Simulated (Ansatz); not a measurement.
Consider the isomerisation: `CBC([SiH3])Cl` → `CC([SiH3])BCl`.

Gas-phase electronic energies from Ansatz, PBE0-D4/def2-TZVP geometries. CCSD(T)/CBS is the MP2 limit (def2-TZVPP, def2-QZVPP) plus CCSD(T) − MP2 in def2-TZVPP, frozen cores. Functionals use def2-TZVPP. B3LYP here is the variant with VWN-RPA as its local correlation; programs differ in this. Each species was taken in one conformer, which may not be the lowest.

| species | B3LYP energy (Eh) |
| --- | --- |
| `CBC([SiH3])Cl` | -855.67195 |
| `CC([SiH3])BCl` | -855.71311 |

Problem. Work out ΔE.

Solution. ΔE = (-855.71311) − (-855.67195) = -0.04116 Eh = -108.1 kJ/mol. CCSD(T)/CBS gives -113.1 kJ/mol.

Largest T1 diagnostic among the species: 0.011.

From PBE to PBE0 (25 % exact exchange), in def2-TZVPP and without D4, ΔE moves by −3.1 kJ/mol. In def2-TZVPP, CCSD(T) changes the Hartree–Fock value by −3.8 kJ/mol (the triples alone add −0.5 kJ/mol) and MP2 by −8.1 kJ/mol.
